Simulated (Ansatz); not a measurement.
A run for Ansatz (a quantum-chemistry and plane-wave program): R-RI-MP2/def2-QZVPP on CH4BrIn (SMILES [CH3][InH][Br]), a point of a torsion scan. Elements past Kr take the def2 small-core potentials; no spin–orbit coupling. Files ending in .json are basis or fitting sets from the Basis Set Exchange. The run froze 24 orbitals, filled d shells among them.

Ansatz 0.2 input:
```yaml
crystal:
  periodic: [false, false, false]
  atoms:
    - {symbol: C, position_ang: [-1.16058356, -0.22686423, 0.07332067]}
    - {symbol: In, position_ang: [0.71400591, 0.32505212, 1.12593553]}
    - {symbol: Br, position_ang: [0.96687455, 2.72863977, 1.68150546]}
    - {symbol: H, position_ang: [-1.18182088, 0.33087412, -0.86193638]}
    - {symbol: H, position_ang: [-1.98797934, 0.09649309, 0.70348767]}
    - {symbol: H, position_ang: [-1.22585948, -1.29352618, -0.12065238]}
    - {symbol: H, position_ang: [2.08392226, -0.59807583, 1.65960863]}
basis:
  gaussian:
    orbitals: def2-QZVPP.json
    fitting: {mean_field: def2-universal-JKFIT, correlation: def2-QZVPP-RIFIT.json}
magnetization: {spin_polarized: false}
correlation: {method: mp2, electrons: outside_noble_gas}
scf: {lower_state_search: off}
```

**Question.** Give the final energy of this run.

**Answer.** -2802.3864 hartree.

**Question.** How many basis functions does it have, and what does it roughly cost on one machine?

**Answer.** 348 functions; about 6 core-seconds (a rough figure).
